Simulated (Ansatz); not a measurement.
C2H5ClGeO can be A, `Cl[C]1([GeH3])CO1`, or B, `O=C[CH](Cl)[GeH3]`.

Program: Ansatz. Geometries: PBE0-D4/def2-TZVP. ΔE: electronic, gas phase. CCSD(T)/CBS adds triple-zeta CCSD(T) − MP2 to the extrapolated MP2 energy (def2 sets, frozen cores). Functionals use def2-TZVPP. B3LYP here is the variant with VWN-RPA as its local correlation; programs differ in this. For Ge outer-core shells are correlated without core-valence functions, which leaves a few kJ/mol of doubt a bond. Scalar relativity is left out up to krypton. One conformer a species, not always the lowest.

(1) Which isomer does CCSD(T)/CBS put lower? Give the gap. (An estimate is asked.)

(2) Give E(B) − E(A) in kcal/mol with B3LYP, B2PLYP, CCSD(T)/def2-SVP, MP2/def2-TZVPP, r2SCAN-D4, CCSD/def2-TZVPP, PBE0-D4. (Estimate.)

(3) Does the order hold for the free energy at 298.15 K (harmonic terms from PBE0-D4)? (An estimate is asked.)

Largest T1 diagnostic: 0.013.

Results:

(1) Ansatz gave: B, by 21.3 kcal/mol.

(2) The calculation gave: B3LYP -22.5, B2PLYP -22.4, CCSD(T)/def2-SVP -22.9, MP2/def2-TZVPP -20.6, r2SCAN-D4 -19.8, CCSD/def2-TZVPP -21.7, PBE0-D4 -19.1. None reverses the order clearly.

(3) The calculation gave: Yes: G(B) − G(A) = -22.3 kcal/mol, for one conformer each.

Leaving LDA and LC-ωPBE aside and taking each functional with its dispersion term where it has one, the values, not all of them listed here, spread over 4.1 kcal/mol, from BLYP-D4 to HSE06-D4. LDA lies +2.9 kcal/mol from PBE without D4. At CCSD(T), def2-SVP lies −1.6 kcal/mol from the extrapolated value and def2-TZVPP −0.1 kcal/mol.
